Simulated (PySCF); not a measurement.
## Correlation energy of Bi (bismuth, neutral)

[Xe] 4f14 5d10 6s1 6p3 6d1, high-spin 6D determinant (an excited configuration). Calculation: PySCF 2.14, in aug-cc-pwCVTZ-PP with ECP60MDF; a scalar-relativistic core potential. Frozen: 5s2 5p6 5d10; 5 electrons correlated.

| level | correlation energy (mhartree) |
| --- | --- |
| CCSD | -26.33 |
| (T) | -0.42 |
| CCSD(T) | -26.75 |

Diagnostics: T1 = 0.0041, D1 = 0.0086, largest double amplitude 0.028.

Spin-orbit coupling is strong in this species (close to jj coupling), so the high-spin LS determinant is a model state, not a physical level. The outer electron is Rydberg-like, and this basis confines it to a smaller radius and binds it less than a complete one would.

Cost of the coupled-cluster step: about 16 core-seconds, for 5 correlated electrons.

Iterations:

```
CC2 = 0
CCSD nocc = (np.int64(5), np.int64(0)), nmo = (87, 87)
frozen orbitals [[0, 1, 2, 3, 4, 5, 6, 7, 8], [0, 1, 2, 3, 4, 5, 6, 7, 8]]
max_cycle = 100
direct = 0
conv_tol = 1e-08
conv_tol_normt = 1e-06
diis_space = 8
diis_start_cycle = 0
Init t2, MP2 energy = -0.020183516830871
Init E_corr(UCCSD) = -0.0201835168312963
cycle = 1  E_corr(UCCSD) = -0.0246757387815173  dE = -0.00449222195  norm(t1,t2) = 0.0300525
cycle = 2  E_corr(UCCSD) = -0.0258323856006041  dE = -0.00115664682  norm(t1,t2) = 0.00991156
cycle = 3  E_corr(UCCSD) = -0.0263528544844623  dE = -0.000520468884  norm(t1,t2) = 0.00391782
cycle = 4  E_corr(UCCSD) = -0.0263308774523644  dE = 2.19770321e-05  norm(t1,t2) = 0.000758946
cycle = 5  E_corr(UCCSD) = -0.0263326042748466  dE = -1.72682248e-06  norm(t1,t2) = 0.000106316
cycle = 6  E_corr(UCCSD) = -0.0263322403265451  dE = 3.63948301e-07  norm(t1,t2) = 1.90588e-05
cycle = 7  E_corr(UCCSD) = -0.026332423060545  dE = -1.82734e-07  norm(t1,t2) = 4.3181e-06
cycle = 8  E_corr(UCCSD) = -0.0263323570293595  dE = 6.60311856e-08  norm(t1,t2) = 6.62575e-07
cycle = 9  E_corr(UCCSD) = -0.0263323754520016  dE = -1.84226421e-08  norm(t1,t2) = 1.52563e-07
cycle = 10  E_corr(UCCSD) = -0.0263323719579611  dE = 3.49404049e-09  norm(t1,t2) = 3.40172e-08
UCCSD converged
E(UCCSD) = -213.1441284278777  E_corr = -0.02633237195796112
UCCSD(T) correction = -0.000417005822014183
```

Spin-orbit coupling is strong in this species, so the high-spin LS determinant is a model state.
